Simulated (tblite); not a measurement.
Species: C7H6FO2 (doublet state).
Cartesian coordinates in Å at the GFN2-xTB level; atoms count from 1:
```xyz
16
C7H6FO2 angstrom
C     -2.0945    0.2960    0.4979
C     -1.2232   -0.5893   -0.3963
C      0.2265   -0.2899   -0.1621
C      0.9548    0.5319   -0.9670
C      2.3265    0.8597   -0.7303
O      3.0637    1.5629   -1.3593
O      2.8468    0.2325    0.4417
C      2.1543   -0.5360    1.1857
C      0.8624   -0.8594    0.9839
F      0.1744   -1.6763    1.7945
H     -3.1441    0.0929    0.3030
H     -1.8990    1.3477    0.3009
H     -1.8939    0.0950    1.5472
H     -1.4196   -1.6374   -0.1631
H     -1.4621   -0.4071   -1.4447
H      0.5192    0.9857   -1.8434
```

Computed values, GFN2-xTB/tblite, gas phase, harmonic and unscaled. Errors from tens to a few hundred cm⁻¹ against measured bands are possible. One conformer, not necessarily the lowest. Open shells enter through the occupations alone, without spin polarisation, and single modes of such species can be off by tens of per cent.

Harmonic wavenumbers (cm⁻¹): 50.5, 93.5, 128.9, 199.5, 257.1, 287.2, 350.6, 367.8, 412.5, 437.0, 506.5, 553.7, 617.6, 653.2, 676.6, 722.0, 775.2, 797.6, 832.0, 994.6, 1050.6, 1075.0, 1086.3, 1130.6, 1196.7, 1228.5, 1297.1, 1311.9, 1346.5, 1409.8, 1466.3, 1490.4, 1491.7, 1498.4, 1630.6, 1779.9, 2991.0, 2996.5, 3041.3, 3048.3, 3051.2, 3100.7.

A = 2342, B = 1045, C = 769.5 MHz; mass 141.035 u (most abundant isotopes); point group C1, symmetry number 1; spin multiplicity 2.

Q: What is the zero-point energy?

A: Half the sum of the wavenumbers: 24716 cm⁻¹ = 70.67 kcal/mol.

Q: Give the ideal-gas entropy at 400 K and 1 bar in the rigid-rotor, harmonic-oscillator model (classical rotation).

A: Translation 42.23, rotation 30.40, vibration 33.89, spin (R ln 2) 1.38: S = 107.9 cal/(mol K).

Q: And Cp and H(400 K) − H(0)?

A: Cp = 44.52 cal/(mol K), of which vibrations give 36.57 (their classical limit is 42 R = 83.5); H(400 K) − H(0) = 10.49 kcal/mol without the zero-point energy, 7.31 from vibrations.

Q: What must be added to the electronic energy to get the Gibbs energy at 400 K and 1 bar?

A: ZPE + [H(400 K) − H(0)] − T·S = 70.67 + 10.49 − 43.16 = 38.00 kcal/mol.

Q: Which modes carry the vibrational entropy at 400 K?

A: 50.5 cm⁻¹: 5.38; 93.5 cm⁻¹: 4.16; 128.9 cm⁻¹: 3.53; 199.5 cm⁻¹: 2.69; 257.1 cm⁻¹: 2.21; 287.2 cm⁻¹: 2.01 cal/(mol K); the other 36 give 13.91 together.

Q: Blend soft modes into free rotors: weight 1/[1 + (100 cm⁻¹/ν̃)⁴] for the oscillator and the rest for a rotor with moment μB/(μ + B), μ = h/(8π²ν), B = 10⁻⁴⁴ kg m². What vibrational entropy results?

A: 31.72 cal/(mol K) in place of 33.89, which changes −T·S at 400 K by +0.87 kcal/mol.

Hindered rotation and anharmonicity are outside this model. Other conformers, if any are populated, would add a mixing term that is left out. The structure is chiral; the term R ln 2 for an equal mix with its mirror image is left out.

Hardware: one thread, Arm Neoverse V2 (aarch64) (shared host). Cost: 0.44 s. This covers the Hessian and the dipole derivatives.
